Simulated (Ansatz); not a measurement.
Input file for Ansatz (an electronic-structure program): R-CCSD(T)/cc-pVTZ on CH4GeO2 (SMILES C[O][Ge][OH]), a point of a torsion scan. The run froze 17 orbitals, filled d shells among them.

Ansatz 0.2 input:
```yaml
crystal:
  periodic: [false, false, false]
  atoms:
    - {symbol: C, position_ang: [-0.94665779, 0.02512163, 0.19825178]}
    - {symbol: O, position_ang: [-0.02747635, -0.99947275, -0.07796656]}
    - {symbol: Ge, position_ang: [1.68806034, -1.34604887, 0.40408476]}
    - {symbol: O, position_ang: [1.79171174, -2.84424545, -0.50801915]}
    - {symbol: H, position_ang: [-1.83125345, -0.40739628, 0.67315542]}
    - {symbol: H, position_ang: [-0.53185189, 0.79028392, 0.85907498]}
    - {symbol: H, position_ang: [-1.24797113, 0.49730063, -0.74055399]}
    - {symbol: H, position_ang: [1.04034832, -3.15404771, -1.01291543]}
basis:
  gaussian:
    orbitals: cc-pVTZ
magnetization: {spin_polarized: false}
correlation: {method: ccsd_t, electrons: outside_noble_gas}
scf: {lower_state_search: off}
```

Program output:

```
WARN ansatz: RAYON_NUM_THREADS=1 ignored (pool sized by the plan → 1); use --threads N
Functional definition: HF
these checks for a lower state are left out or cut short: stability, starts, cluster_reference, orbital_swaps, neighbouring_geometries, increment
integrals: 0.68 GiB planned
1131 factors; integrals over basis functions are off by at most 9.3e-4 eV
mean field: 0.60 GiB planned
mean field evaluation 1: about -61641.0623 eV, gradient 4.9e1 eV
mean field evaluation 2: about -61641.1865 eV, gradient 4.9e1 eV
mean field evaluation 4: about -61645.7340 eV, gradient 3.4e0 eV
mean field evaluation 8: about -61645.7903 eV, gradient 3.6e-1 eV
mean field -61645.79084720 eV, -2265.4410286167 hartree, gradient 3.9e-6 eV, S^2 0.000000; 0 other end points of the search recorded, 0 dependent functions left out
17 core orbitals not correlated
reference -61645.79084720 eV, -2265.4410286167 hartree; 12, 12 occupied and 160, 160 virtual orbitals, 1131 factors
second order -20.54350785 eV of doubles, -0.00000000 eV of singles
coupled cluster: 1.82 GiB planned
cycle   1  -20.42771951 eV  change    1.2e-1 eV  update   1.2e-1
cycle   2  -20.95353573 eV  change   -5.3e-1 eV  update   3.8e-2
cycle   3  -21.10953925 eV  change   -1.6e-1 eV  update   2.2e-2
cycle   4  -21.09024822 eV  change    1.9e-2 eV  update   6.1e-3
cycle   5  -21.08625663 eV  change    4.0e-3 eV  update   3.2e-3
cycle   6  -21.08793460 eV  change   -1.7e-3 eV  update   1.1e-3
cycle   7  -21.08749800 eV  change    4.4e-4 eV  update   4.5e-4
cycle   8  -21.08730110 eV  change    2.0e-4 eV  update   1.3e-4
cycle   9  -21.08736723 eV  change   -6.6e-5 eV  update   6.1e-5
cycle  10  -21.08737253 eV  change   -5.3e-6 eV  update   2.3e-5
perturbative correction -0.82600350 eV, -0.0303550689 hartree
Total energy: -61667.70422323 eV, -2266.2463303326 hartree
Checks for a lower state left out: stability, starts, cluster_reference, orbital_swaps, neighbouring_geometries, increment
```

The calculation finished and met its thresholds.

Cost: about 50 core-seconds (a rough figure).
